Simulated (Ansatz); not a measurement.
System: sum formula H7Si3NOClF, charge 0, multiplicity 1. SMILES: F[Si](Cl)(N[SiH3])O[SiH3]
Structure (B3LYP-D3(BJ)/def2-TZVP (Ansatz, a program for electronic structure) minimum search):
```
Si
F 1 1.5904
O 1 1.6103 2 109.89
Si 3 1.6510 1 144.52 2 -84.75
N 1 1.6902 2 110.65 3 120.74
H 5 1.0110 1 114.22 2 -126.75
Si 5 1.7397 6 117.15 1 176.61
H 7 1.4766 5 106.61 6 -179.93
H 4 1.4767 3 107.17 1 168.54
H 4 1.4781 9 110.07 3 -118.93
H 4 1.4781 9 110.24 10 -121.41
H 7 1.4809 8 110.20 5 120.24
H 7 1.4813 8 110.00 12 119.10
Cl 1 2.0542 2 104.38 3 -117.81
```

Computed values are from Ansatz. Correlated levels leave the core frozen unless marked. UHF or UKS for open shells. Spin-orbit coupling is left out. Non-relativistic. CBS(X,Y): correlation extrapolated as X^-3; Hartree-Fock from the larger set. The bracket is a focal-point correction in the basis named.

What is the T1 diagnostic at CCSD/cc-pV(Q+d)Z?

0.011.

What is the atomisation energy De at CCSD(T)/CBS(cc-pV(T+d)Z,cc-pV(Q+d)Z)?

1211.0 kcal/mol.

What is the total energy at CCSD(T)/CBS(cc-pV(T+d)Z,cc-pV(Q+d)Z)?

-1561.1552 Eh.

What is the vertical ionisation energy (to the doublet) at RI-MP2/CBS(aug-cc-pV(T+d)Z,aug-cc-pV(Q+d)Z)+[CCSD(T)-MP2]/aug-cc-pV(T+d)Z?

10.53 eV.

What is the dipole moment at CCSD(T)/aug-cc-pV(D+d)Z?

2.18 D.
